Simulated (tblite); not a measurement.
C10H6O2S.
Z-matrix (Å and degrees, GFN2-xTB geometry), rows numbered from 1:
```
O 
C   1  1.2028
C   2  1.4724  1  124.87
C   3  1.4013  2  119.44  1    -0.04
C   4  1.3739  3  120.41  2   179.91
C   5  1.3997  4  120.42  3     0.04
C   6  1.4339  5  123.62  4  -179.94
C   7  1.3512  6  119.56  5   179.95
C   8  1.4306  7  120.92  6     0.05
S   9  1.6402  8  123.03  7   179.97
O   9  1.3515  8  119.18  7    -0.04
C  11  1.3530  9  121.16  8    -0.03
C   3  1.3894  2  120.45  1   179.91
H   2  1.1066  1  121.39  3   179.93
H   4  1.0794  3  118.22  2    -0.03
H   5  1.0794  4  120.70  3  -179.91
H   7  1.0794  6  118.86  5     0.01
H   8  1.0778  7  122.65  6  -179.97
H  13  1.0792  3  121.38  2     0.03
```

Computed with GFN2-xTB (tblite): harmonic, unscaled wavenumbers at the GFN2-xTB geometry, gas phase. Errors from tens to a few hundred cm⁻¹ against measured bands are possible. One conformer, not necessarily the lowest.

Harmonic wavenumbers (cm⁻¹): 59.4, 84.4, 128.4, 142.3, 226.2, 229.7, 241.8, 347.4, 347.6, 382.8, 411.8, 426.5, 534.3, 573.0, 593.0, 597.5, 677.6, 704.2, 764.1, 791.8, 799.5, 845.6, 872.0, 914.2, 918.5, 923.3, 930.3, 964.4, 1087.8, 1127.7, 1152.1, 1176.8, 1203.0, 1224.2, 1234.9, 1260.5, 1343.5, 1360.8, 1374.6, 1410.4, 1467.7, 1529.2, 1566.5, 1591.2, 1746.8, 2778.4, 3090.3, 3093.7, 3100.6, 3105.0, 3120.3.

A = 2027, B = 372.2, C = 314.5 MHz; mass 190.009 u (most abundant isotopes); point group Cs, symmetry number 1.

Problem. Zero-point energy?

Solution. Half the sum of the wavenumbers: 28289 cm⁻¹ = 338.41 kJ/mol.

Problem. Entropy at 298.15 K, 1 bar (ideal gas, RRHO, classical rotation)?

Solution. Translation 174.30, rotation 132.14, vibration 123.37: S = 429.8 J/(mol K).

Problem. And Cp and H(298.15 K) − H(0)?

Solution. Cp = 178.32 J/(mol K), of which vibrations give 145.07 (their classical limit is 51 R = 424.0); H(298.15 K) − H(0) = 30.50 kJ/mol without the zero-point energy, 20.58 from vibrations.

Problem. What must be added to the electronic energy to get the Gibbs energy at 298.15 K and 1 bar?

Solution. ZPE + [H(298.15 K) − H(0)] − T·S = 338.41 + 30.50 − 128.15 = 240.76 kJ/mol.

Problem. Blend soft modes into free rotors: weight 1/[1 + (100 cm⁻¹/ν̃)⁴] for the oscillator and the rest for a rotor with moment μB/(μ + B), μ = h/(8π²ν), B = 10⁻⁴⁴ kg m². What vibrational entropy results?

Solution. 116.64 J/(mol K) in place of 123.37, which changes −T·S at 298.15 K by +2.01 kJ/mol.

Problem. Which modes carry the vibrational entropy at 298.15 K?

Solution. 59.4 cm⁻¹: 18.73; 84.4 cm⁻¹: 15.84; 128.4 cm⁻¹: 12.43; 142.3 cm⁻¹: 11.60; 226.2 cm⁻¹: 7.99; 229.7 cm⁻¹: 7.87 J/(mol K); the other 45 give 48.91 together.

Problem. How do the functions run with temperature in this model?

Solution. 
| T (K) | S (J/(mol K)) | Cp (J/(mol K)) | H − H(0) (kJ/mol) | G − H(0) (kJ/mol) | ln q(vib) |
| --- | --- | --- | --- | --- | --- |
| 150 | 336.4 | 102.3 | 9.72 | -40.74 | 2.56 |
| 250 | 400.6 | 153.6 | 22.50 | -77.65 | 5.21 |
| 400 | 489.1 | 226.2 | 51.16 | -144.47 | 9.41 |
| 600 | 595.0 | 295.5 | 103.86 | -253.12 | 15.09 |
| 900 | 727.3 | 355.0 | 202.38 | -452.20 | 23.16 |

q(vib) and H(0) count from the zero-point level.

Hindered rotation and anharmonicity are outside this model. Other conformers, if any are populated, would add a mixing term that is left out.
